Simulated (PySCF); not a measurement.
Species: C₅H₁₀F₂S.
Structure used (PBE0-D3(BJ)/def2-SVP), in Å, numbered top down from 1:
```xyz
18
C5H10F2S angstrom
C      2.441    0.750    0.007
C      2.102   -0.321   -1.012
S      0.395   -0.277   -1.622
C     -0.493   -0.922   -0.171
C     -1.982   -0.648   -0.295
C     -2.329    0.815   -0.180
F     -1.966    1.272    1.046
F     -3.667    0.977   -0.298
H      1.830    0.656    0.918
H      2.268    1.754   -0.408
H      3.497    0.677    0.310
H      2.308   -1.333   -0.625
H      2.715   -0.203   -1.919
H     -0.311   -2.005   -0.086
H     -0.111   -0.439    0.742
H     -2.527   -1.170    0.509
H     -2.374   -1.025   -1.253
H     -1.829    1.444   -0.935
```

All values: CAM-B3LYP/def2-SVPD (PySCF, non-relativistic), on one gas-phase PBE0-D3(BJ)/def2-SVP geometry that isn't relaxed in the solvent. The solvent is an IEF-PCM continuum (cavity from Bondi-type radii × 1.2), and excitations are vertical TDDFT with non-equilibrium linear response and a frozen core. The model holds no explicit solvent molecules, cavitation or dispersion.

Gas-phase singlets (H = HOMO, L = LUMO):

```json
{"state": "S1", "E (eV)": "5.487", "λ (nm)": "226", "f": "0.001", "leading configurations": "H→L 51%, H→L+1 21%"}
{"state": "S2", "E (eV)": "6.269", "λ (nm)": "198", "f": "0.035", "leading configurations": "H→L+1 48%, H→L 30%"}
{"state": "S3", "E (eV)": "6.493", "λ (nm)": "191", "f": "0.013", "leading configurations": "H→L+2 73%, H→L+1 19%"}
{"state": "S4", "E (eV)": "6.973", "λ (nm)": "178", "f": "0.019", "leading configurations": "H→L+3 86%"}
{"state": "S5", "E (eV)": "7.327", "λ (nm)": "169", "f": "0.008", "leading configurations": "H→L+4 40%, H→L+7 18%"}
```

Q: Give the list for tetrahydrofuran (ε = 7.426), n² = 1.97.

A: 
```
state  E (eV)  λ (nm)      f  leading configurations  change by rank (eV)
   S1   5.548     223  0.002      H→L 49%, H→L+1 25%               +0.061
   S2   6.273     198  0.062      H→L+1 44%, H→L 37%               +0.004
   S3   6.547     189  0.011               H→L+2 82%               +0.054
   S4   7.023     177  0.028               H→L+3 85%               +0.050
   S5   7.428     167  0.012    H→L+5 24%, H→L+4 23%               +0.101
```

Q: Give the list for dichloromethane (ε = 8.93), n² = 2.03.

A: 
```tsv
state	E (eV)	λ (nm)	f	leading configurations	change by rank (eV)
S1	5.551	223	0.002	H→L 48%, H→L+1 26%	+0.064
S2	6.272	198	0.063	H→L+1 44%, H→L 38%	+0.003
S3	6.551	189	0.011	H→L+2 83%	+0.058
S4	7.024	177	0.028	H→L+3 84%	+0.051
S5	7.433	167	0.012	H→L+5 24%, H→L+4 22%	+0.106
```

Q: The ground-state energy changes by -0.205 eV from gas to dichloromethane. By how much does the total energy of gas-phase S4 change?

A: E(S4) = E(S0) + excitation energy, so it changes by -0.205 + 0.051 = -0.154 eV: it is lowered less than the ground state, which is what a blue shift means. This is the vertical state, with the slow part of the continuum still set for S0.

Q: How do the frontier levels move from gas to dichloromethane?

A: 
| orbital | gas (eV) | solvent (eV) | change (eV) | Löwdin shares, gas | Löwdin shares, solvent |
| --- | --- | --- | --- | --- | --- |
| LUMO+2 | 1.45 | 1.56 | +0.11 | S3 57 %, C6 8 %, H18 7 %, H17 7 % | S3 54 %, H18 5 %, H12 5 %, F8 5 % |
| LUMO+1 | 1.24 | 1.47 | +0.23 | S3 32 %, H14 12 %, C4 11 %, C5 8 % | S3 31 %, C5 10 %, C4 8 %, H17 8 % |
| LUMO | 1.14 | 1.33 | +0.19 | S3 45 %, C1 11 %, C2 9 %, H13 9 % | S3 56 %, C1 8 %, H13 8 %, C2 7 % |
| HOMO | -7.95 | -7.84 | +0.11 | S3 68 %, C4 10 %, C2 8 % | S3 68 %, C4 10 %, C2 8 % |
| HOMO-1 | -10.19 | -10.03 | +0.16 | S3 51 %, C4 13 %, C2 12 %, C1 4 % | S3 50 %, C4 13 %, C2 12 %, C1 5 % |
| HOMO-2 | -11.11 | -10.82 | +0.29 | C2 21 %, S3 18 %, C1 13 %, C5 10 % | C2 21 %, S3 18 %, C1 14 %, C5 10 % |
| HOMO-3 | -11.14 | -11.05 | +0.09 | C6 19 %, F7 18 %, F8 18 %, C5 16 % | C6 19 %, C5 17 %, F7 16 %, F8 15 % |

The HOMO–LUMO gap goes from 9.09 to 9.17 eV.
